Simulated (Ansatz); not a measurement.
Reactions of CH6N2O2Si (`N=C(O)[SiH](N)O`).

Gas-phase electronic energies from Ansatz, PBE0-D4/def2-TZVP geometries. CCSD(T)/CBS adds triple-zeta CCSD(T) − MP2 to the extrapolated MP2 energy (def2 sets, frozen cores). This one scheme is used for every species. Functionals use def2-TZVPP. B3LYP here is the variant with VWN-RPA as its local correlation; programs differ in this. For Br, Ga outer-core shells are correlated without core-valence functions, which leaves a few kJ/mol of doubt a bond. Scalar relativity is left out up to krypton. Each species was taken in one conformer, which may not be the lowest.

```csv
reaction,CCSD(T)/CBS(def2) (kJ/mol)
`N=C(O)[SiH](N)O` + `FBr` → `N[SiH](O)F` + `N=C(O)Br`,?
`N=C(O)[SiH](N)O` + CH₃SH → `CS[SiH](N)O` + `N=CO`,-65
`N=C(O)[SiH](N)O` + `[SiH3]S` → `N[SiH](O)S[SiH3]` + `N=CO`,-75
`N=C(O)[SiH](N)O` + `N[SiH2]O[SiH2][SiH3]` → `N[SiH2]O[SiH](N)O` + `N=C(O)[SiH2][SiH3]`,?
`N=C(O)[SiH](N)O` + `C[SiH2][GaH2]` → `C[SiH2][SiH](N)O` + `N=[C](O)[GaH2]`,34
`N=C(O)[SiH](N)O` + `[SiH3][SiH2]S` → `N[SiH](O)S` + `N=C(O)[SiH2][SiH3]`,-2
```

Task: Fill in the missing values. (Best estimate.)

Result: The calculation gave: `N=C(O)[SiH](N)O` + `FBr` → `N[SiH](O)F` + `N=C(O)Br`: -331.5 kJ/mol; `N=C(O)[SiH](N)O` + `N[SiH2]O[SiH2][SiH3]` → `N[SiH2]O[SiH](N)O` + `N=C(O)[SiH2][SiH3]`: -28.2 kJ/mol.

Largest T1 diagnostic: 0.015, for `N=C(O)[SiH2][SiH3]`.
